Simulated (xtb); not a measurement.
Input file for xtb: GFN1-xTB on SbN, 2S+1 = 1, a spin state set in the input, which need not be the lowest, a point of a bond scan (R = 1.723 Å).

```
$ xtb mol.xyz --gfn 1 --sp --chrg 0 --uhf 0
2

N      0.00000000     0.00000000     0.00000000
Sb     0.00000000     0.00000000     1.72280000
```

Program output:

```
[...]
           -------------------------------------------------
          |                Calculation Setup                |
           -------------------------------------------------



           -------------------------------------------------
          |                 G F N 1 - x T B                 |
           -------------------------------------------------

        Reference                      10.1021/acs.jctc.7b00118
      * Hamiltonian:
        H0-scaling (s, p, d)           1.850000    2.250000    2.000000
        zeta-weighting                 0.000000
      * Dispersion:
        s8                             2.400000
        a1                             0.630000
        a2                             5.000000
        s9                             0.000000
      * Repulsion:
        kExp                           1.500000
        rExp                           1.000000
      * Coulomb:
        alpha                          2.000000
        third order                    atomic
        anisotropic                    false
      * Halogen bond correction:
        rad-scale                      1.300000
        damping                        0.440000


          ...................................................
          :                      SETUP                      :
          :.................................................:
          :  # basis functions                  14          :
          :  # atomic orbitals                  13          :
          :  # shells                            5          :
          :  # electrons                        10          :
          :  # halogen bonds                     0          :
          :  max. iterations                   250          :
          :  Hamiltonian                  GFN1-xTB          :
          :  restarted?                      false          :
          :  GBSA solvation                  false          :
          :  PC potential                    false          :
          :  electronic temp.          300.0000000     K    :
          :  accuracy                    1.0000000          :
          :  -> integral cutoff          0.2500000E+02      :
          :  -> integral neglect         0.1000000E-07      :
          :  -> SCF convergence          0.1000000E-05 Eh   :
          :  -> wf. convergence          0.2000000E-04 e    :
          :  Broyden damping             0.4000000          :
          :  net charge                          0          :
          :  unpaired electrons                  0          :
          ...................................................

 iter      E             dE          RMSdq      gap      omega  full diag
   1     -5.5152986 -0.551530E+01  0.533E+00    2.43       0.0  T
   2     -5.2891361  0.226163E+00  0.160E+01    3.97       1.0  T
   3     -5.4960898 -0.206954E+00  0.107E+01    3.31       1.0  T
   4     -5.3812732  0.114817E+00  0.111E+01    2.33       1.0  T
   5     -5.6246272 -0.243354E+00  0.303E-01    2.71       1.0  T
   6     -5.6244409  0.186335E-03  0.437E-01    2.70       1.0  T
   7     -5.6247872 -0.346357E-03  0.436E-02    2.72       1.6  T
   8     -5.6247907 -0.342513E-05  0.136E-03    2.72      52.1  T
   9     -5.6247907 -0.317261E-08  0.212E-04    2.72     333.0  T
  10     -5.6247907 -0.745910E-10  0.306E-06    2.72   23118.6  T
  11     -5.6247907 -0.159872E-13  0.380E-09    2.72  100000.0  T

   *** convergence criteria satisfied after 11 iterations ***

         #    Occupation            Energy/Eh            Energy/eV
      -------------------------------------------------------------
         1        2.0000           -0.8742714             -23.7901
         2        2.0000           -0.6548339             -17.8189
         3        2.0000           -0.4317150             -11.7476
         4        2.0000           -0.4317150             -11.7476
         5        2.0000           -0.4106679             -11.1748 (HOMO)
         6                         -0.3106536              -8.4533 (LUMO)
         7                         -0.3106536              -8.4533
         8                         -0.1607171              -4.3733
         9                         -0.1607171              -4.3733
        10                         -0.1299587              -3.5364
       ...                                ...                  ...
        13                          0.3310177               9.0075
      -------------------------------------------------------------
                  HL-Gap            0.1000143 Eh            2.7215 eV
             Fermi-level           -0.3606608 Eh           -9.8141 eV

 SCC (total)                   0 d,  0 h,  0 min,  0.003 sec
 SCC setup                      ...        0 min,  0.000 sec (  4.948%)
 Dispersion                     ...        0 min,  0.000 sec (  2.194%)
 classical contributions        ...        0 min,  0.000 sec (  1.271%)
 integral evaluation            ...        0 min,  0.001 sec ( 20.256%)
 iterations                     ...        0 min,  0.002 sec ( 49.045%)
 molecular gradient             ...        0 min,  0.000 sec ( 13.106%)
 printout                       ...        0 min,  0.000 sec (  7.062%)

         :::::::::::::::::::::::::::::::::::::::::::::::::::::
         ::                     SUMMARY                     ::
         :::::::::::::::::::::::::::::::::::::::::::::::::::::
         :: total energy              -5.584483298791 Eh    ::
         :: gradient norm              0.125872999501 Eh/a0 ::
         :: HOMO-LUMO gap              2.721528790788 eV    ::
         ::.................................................::
         :: SCC energy                -5.624790665091 Eh    ::
         :: -> electrostatic           0.035552662733 Eh    ::
         :: repulsion energy           0.040641166085 Eh    ::
         :: dispersion energy         -0.000333799785 Eh    ::
         :: halogen bond corr.         0.000000000000 Eh    ::
         :: add. restraining           0.000000000000 Eh    ::
         :: total charge              -0.000000000000 e     ::
         :::::::::::::::::::::::::::::::::::::::::::::::::::::

           -------------------------------------------------
          |                Property Printout                |
           -------------------------------------------------

    * Orbital Energies and Occupations

         #    Occupation            Energy/Eh            Energy/eV
      -------------------------------------------------------------
         1        2.0000           -0.8742714             -23.7901
         2        2.0000           -0.6548339             -17.8189
         3        2.0000           -0.4317150             -11.7476
         4        2.0000           -0.4317150             -11.7476
         5        2.0000           -0.4106679             -11.1748 (HOMO)
         6                         -0.3106536              -8.4533 (LUMO)
         7                         -0.3106536              -8.4533
         8                         -0.1607171              -4.3733
         9                         -0.1607171              -4.3733
        10                         -0.1299587              -3.5364
        11                         -0.1041786              -2.8348
        12                         -0.1041786              -2.8348
        13                          0.3310177               9.0075
      -------------------------------------------------------------
                  HL-Gap            0.1000143 Eh            2.7215 eV
             Fermi-level           -0.3606608 Eh           -9.8141 eV

  Mulliken/CM5 charges         n(s)   n(p)   n(d)
     1N    -0.38252 -0.56392   1.664  3.718  0.000
     2Sb    0.38252  0.56392   1.941  2.396  0.280

Wiberg/Mayer (AO) data.
Note: The following floating-point exceptions are signalling: IEEE_DENORMAL
normal termination of xtb
largest (>0.10) Wiberg bond orders for each atom

 ---------------------------------------------------------------------------
     #   Z sym  total        # sym  WBO       # sym  WBO       # sym  WBO
 ---------------------------------------------------------------------------
     1   7 N    3.167 --     2 Sb   3.167
     2  51 Sb   3.167 --     1 N    3.167
 ---------------------------------------------------------------------------

Topologies differ in total number of bonds
Writing topology from bond orders to xtbtopo.mol

 dipole moment from electron density (au)
     X       Y       Z
  -0.0000   0.0000   2.4807  total (Debye):    6.305


           -------------------------------------------------
          | TOTAL ENERGY               -5.584483298791 Eh   |
          | GRADIENT NORM               0.125872999501 Eh/α |
          | HOMO-LUMO GAP               2.721528790788 eV   |
           -------------------------------------------------

------------------------------------------------------------------------
------------------------------------------------------------------------
 total:
 SCF:
```

The run finished.

Cost: very roughly 0.05 core-seconds.
